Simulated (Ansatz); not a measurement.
Relaxation of ClH5OSi2 (9 atoms, charge 0, multiplicity 1), to a largest force component of 0.02 eV/Å in at most 40 steps.

Theory: Ansatz 0.2.0, RKS PBE-D4/def2-SVP.

```xyz
9
Properties=species:S:1:pos:R:3:forces:R:3
Si 0.000 0.000 0.000 1.04 0.66 1.23
Cl 0.000 0.000 2.130 -0.07 0.06 -0.55
O 1.584 0.000 -0.559 0.46 -1.34 -0.30
H 1.901 -0.952 -0.676 -0.33 1.49 0.19
H -0.688 1.191 -0.486 -0.14 0.80 -0.07
Si -1.046 -1.812 -0.739 -0.55 -0.76 -0.03
H -1.703 -2.485 0.377 -0.43 -0.48 0.57
H -2.045 -1.427 -1.731 -0.57 0.18 -0.64
H -0.078 -2.717 -1.351 0.58 -0.61 -0.40
```

**Question.** Where does it end, and by what steps?

**Answer.** The forces met the threshold. After 14 steps the energy has fallen by 0.353 eV; H9 moved furthest, 0.83 Å.

```
step  energy less start (eV)  largest force component (eV/Å)  accepted
   0                  0.0000                           1.487       yes
   1                 -0.2575                           0.800       yes
   2                 -0.2838                           0.454       yes
   3                 -0.2935                           0.326       yes
   4                 -0.2997                           0.235       yes
   5                 -0.3054                           0.067       yes
   6                 -0.3213                           0.131       yes
   7                 -0.3263                           0.274       yes
   8                 -0.3368                           0.184       yes
   9                 -0.3480                           0.031       yes
  10                 -0.3493                           0.141       yes
  11                 -0.3523                           0.086       yes
  12                 -0.3528                           0.056       yes
  13                 -0.3531                           0.021       yes
  14                 -0.3532                           0.014       yes
```

```xyz
9
Properties=species:S:1:pos:R:3
Si 0.029 -0.004 0.049
Cl 0.448 -0.406 2.064
O 1.432 0.276 -0.824
H 2.021 -0.493 -0.924
H -0.726 1.286 -0.022
Si -1.141 -1.895 -0.721
H -2.358 -2.149 0.125
H -1.560 -1.730 -2.158
H -0.221 -3.085 -0.624
```

Whether the end is a true minimum wasn't checked by a vibrational analysis.

The run took 23 s on 2 threads of Intel(R) Xeon(R) Platinum 8375C CPU @ 2.90GHz (Ice Lake) (shared host), peak memory 0.15 GiB.
